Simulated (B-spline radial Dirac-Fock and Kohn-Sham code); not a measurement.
Internal conversion coefficients of Al at 100 keV

Z = 13 (aluminum), transition energy 100 keV. Model: a Dirac-Hartree-Slater potential of the neutral atom with a Latter tail (no hole, which puts coefficients of high multipoles low close above an edge), finite nucleus with surface currents. Program: an atomic code on a B-spline grid. Subshells that would emit electrons below 1 keV are left out.

| subshell | electron energy (keV) | E3 | E5 | M2 | M4 | M5 |
| --- | --- | --- | --- | --- | --- | --- |
| K | 98.44 | 1.01 | 111 | 0.0296 | 3.34 | 35.8 |
| L1 | 99.88 | 0.0689 | 7.50 | 0.00209 | 0.242 | 2.63 |
| L2 | 99.93 | 0.00212 | 0.837 | 3.95e-05 | 0.0116 | 0.176 |
| L3 | 99.93 | 0.00321 | 1.20 | 2.40e-05 | 0.0149 | 0.279 |
| M1 | 99.99 | 0.00470 | 0.511 | 0.000143 | 0.0166 | 0.180 |
| M2 | 100.00 | 1.23e-05 | 0.00484 | 2.28e-07 | 6.72e-05 | 0.00102 |
| M3 | 100.00 | 1.85e-05 | 0.00693 | 1.38e-07 | 8.58e-05 | 0.00161 |
| total |  | 1.09 | 121 | 0.0319 | 3.63 | 39.1 |

**Question.** For a pure M4 transition, what fraction of decays emits a photon?

**Answer.** 1/(1 + α) = 0.216 with the total α = 3.63.

Values without a named source are computed, but for edge energies of neutral atoms, which are taken from tables.
